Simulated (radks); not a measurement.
Valence configurations of Rh I (all share [Kr]). All-electron calculation, scalar-relativistic Kohn-Sham, PBEsol, spin-polarised, spherical densities, point nucleus; open shells are filled with parallel spins first (spin-orbit coupling, left out, can overturn this in heavy ions). Program: a radial shooting solver on a logarithmic mesh with Libxc functionals. Energies are relative to 4d8 5s1; eigenvalues in eV for spin up.

valence          E (eV)  moment (Bohr magnetons)    e(4d)   e(5p)    e(5s)
4d8 5s1           0.000                        3   -6.511       -   -4.809
4d7 5s2           2.024                        3   -9.549       -   -5.669
4d6 5s1 5p2      12.150                        7  -15.367  -3.659   -8.916
4d7.5 5s1 5p0.5   2.236                        4   -8.749  -1.830   -5.974
4d5 5s1 5p3      21.487                        9  -19.860  -4.730  -10.666
4d7.5 5s1.5       0.884                        3   -7.999       -   -5.244
4d7 5p2           9.605                        5  -12.268  -3.148        -
4d9               0.006                        1   -3.872       -        -
4d8 5s0.5 5p0.5   1.890                        3   -7.347  -1.545   -5.377
4d5 5p4          29.935                        7  -21.409  -5.217        -

NIST lists [Kr] 4d8 5s1 as the ground configuration; this level of theory agrees among the configurations tried. The energies are those of spherical high-spin densities, not of single terms.
